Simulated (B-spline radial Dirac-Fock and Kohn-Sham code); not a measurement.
Two-hole binding energies of Cr⁺

System: chromium as Cr⁺, configuration 1s2 2s2 2p6 3s2 3p6 3d5, inside a Watson sphere of charge -1 and radius 2.7 Å (a model of the Madelung potential; inside it an electron's potential energy is raised by 5.3 eV).

Level of theory: ΔSCF Dirac-Fock with Breit, self-energy and vacuum polarisation, finite nucleus, configuration average; a radial B-spline solver. U is the two-hole binding energy less the two single-hole energies, the effective repulsion of the holes after relaxation. Each two-hole energy is an average over J within one jj subconfiguration.

| holes | E(a) (eV) | E(b) (eV) | E(ab) (eV) | U (eV) |
| --- | --- | --- | --- | --- |
| 1s⁻² | 5998.4 | 5998.4 | 12329.5 | 332.6 |
| 1s⁻¹ 2p1/2⁻¹ | 5998.4 | 592.9 | 6674.1 | 82.8 |
| 1s⁻¹ 2p3/2⁻¹ | 5998.4 | 584.5 | 6664.1 | 81.2 |
| 1s⁻¹ 3p1/2⁻¹ | 5998.4 | 55.55 | 6076.4 | 22.4 |
| 2s⁻² | 707.2 | 707.2 | 1465.1 | 50.8 |
| 2s⁻¹ 2p1/2⁻¹ | 707.2 | 592.9 | 1345.6 | 45.6 |
| 2s⁻¹ 2p3/2⁻¹ | 707.2 | 584.5 | 1337.0 | 45.3 |
| 2p1/2⁻¹ 2p3/2⁻¹ | 592.9 | 584.5 | 1232.8 | 55.5 |
| 2p3/2⁻² | 584.5 | 584.5 | 1225.6 | 56.6 |
| 2s⁻¹ 3p1/2⁻¹ | 707.2 | 55.55 | 782.8 | 20.1 |
| 2s⁻¹ 3p3/2⁻¹ | 707.2 | 54.57 | 781.7 | 20.0 |
| 2p1/2⁻¹ 3s⁻¹ | 592.9 | 89.04 | 702.7 | 20.8 |
| 2p1/2⁻¹ 3p3/2⁻¹ | 592.9 | 54.57 | 667.9 | 20.4 |
| 3p1/2⁻¹ 3p3/2⁻¹ | 55.55 | 54.57 | ? | ? |

Question: Give the missing two-hole energy and U.

Answer: E(ab) = 127.3 eV and U = 17.1 eV.

Values without a named source are computed, but for edge energies of neutral atoms, which are taken from tables.
